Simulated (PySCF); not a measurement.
## SiSBr₂: from structure and modes to constants

Computed with PySCF, PBE0, basis Si def2-TZVP, S def2-TZVP, Br def2-TZVP (no relativity, density fitting).

The singlet minimum has C2v symmetry. Masses (u): Si 27.97693, S 31.97207, Br 78.91834.

```xyz
4
charge 0 multiplicity 1, angstrom
Si    0.0000    0.0000   -0.6525
S     0.0000    0.0000   -2.5806
Br   -1.7610    0.0000    0.6385
Br    1.7610    0.0000    0.6385
```

Harmonic wavenumbers (cm⁻¹): 125.7 (a1, ×1), 149.9 (b2, ×1), 212.0 (b1, ×1), 320.0 (a1, ×1), 498.6 (b2, ×1), 789.6 (a1, ×1).

(1) Find the principal moments of inertia and the rotational constants. What kind of rotor is it?

(2) Find the vibrational entropy and heat capacity at 298.15 K.

(3) Give the standard entropy (298.15 K, 1 bar) by its translational, rotational, vibrational and spin parts, and Cp.

Results:

(1) About the centre of mass I = 289.19, 489.46, 778.65 u Å². With B = 16.8576/I this gives 0.05829, 0.03444, 0.02165 cm⁻¹. The molecule is an asymmetric top with κ = -0.30.

(2) With u = 1.43878 ω/T, each mode gives S = R[u/(eᵘ−1) − ln(1−e⁻ᵘ)] and C = R u² eᵘ/(eᵘ−1)².
```csv
ω (cm⁻¹),u,S (J/(mol K)),C (J/(mol K))
125.7,0.606,12.60,8.06
149.9,0.723,11.19,7.96
212.0,1.023,8.48,7.63
320.0,1.544,5.48,6.84
498.6,2.406,2.77,5.24
789.6,3.810,0.90,2.80
```
The sums over all modes are S = 41.4 and C = 38.5 J/(mol K); the softest mode gives 30 % of the entropy.

(3) Sackur–Tetrode with M = 217.79 u gives 176.0; rotation with symmetry number 2 gives 119.7; vibration 41.4; spin R ln 1 = 0.0. The total is 337.2 J/(mol K), and Cp = 4 R + 38.5 = 71.8 J/(mol K).

Only a few start shapes were tried, so a lower isomer may exist.
